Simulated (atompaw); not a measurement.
# Ranking PAW (atompaw) potentials for chlorine (Cl)

All share these settings but for the change named:

```json
{
  "Element": "chlorine (Cl)",
  "Generator": "atompaw 4.2.0.5",
  "Type": "PAW",
  "Functional": "PBE",
  "Relativity": "scalar-relativistic",
  "Frozen core": "[Ne]",
  "Valence charge": "7",
  "Reference configuration": "3s2 3p3 (charge +2)",
  "Partial waves": "3s (bound): rc 1.45 bohr; 3s channel at -2.65 Ry: rc 1.45 bohr; 3p (bound): rc 1.20 bohr; 3p channel at -1.7 Ry: rc 1.20 bohr",
  "Local potential": "bessel scheme, radius 1.15 bohr",
  "Core correction": "smooth core density matched at 0.95 bohr",
  "Augmentation charge": "sinc compensation charge, radius 1.05 bohr; PAW radius 1.45 bohr; waves and projectors: custom rrkj vanderbiltortho"
}
```

Cutoff: the first of the cutoffs (Ry, on a coarse ladder) from which the occupation-weighted sum of valence levels, in a spherical-Bessel basis at the reference potential, stays within 10 and 1 mRy of its value at 400 Ry; the density cutoff is not measured.

The base gives 15 Ry.

Of 11 variants that were run, those that failed, showed a ghost or another fault, or gave nearly equal values are left out.

A variant can come out equal or close to the base.

Rank these variants from softest to hardest (loose cutoff).
A. augmentation sinc compensation charge, radius 1.05 bohr; PAW radius 1.45 bohr; waves and projectors: custom polynom vanderbiltortho
B. wave 3p channel at -1.7 Ry: rc 1.20 bohr becomes 3p channel at -1.34 Ry: rc 1.20 bohr
C. wave 3s (bound): rc 1.45 bohr becomes 3s (bound): rc 1.28 bohr
D. all radii scaled by about 1.20 (s 1.74, p 1.44 bohr); local potential bessel scheme, radius 1.38 bohr; augmentation sinc compensation charge, radius 1.26 bohr; PAW radius 1.74 bohr; waves and projectors: custom rrkj vanderbiltortho; core correction smooth core density matched at 1.14 bohr

B (15 Ry), C (18 Ry), D (25 Ry), A (35 Ry).
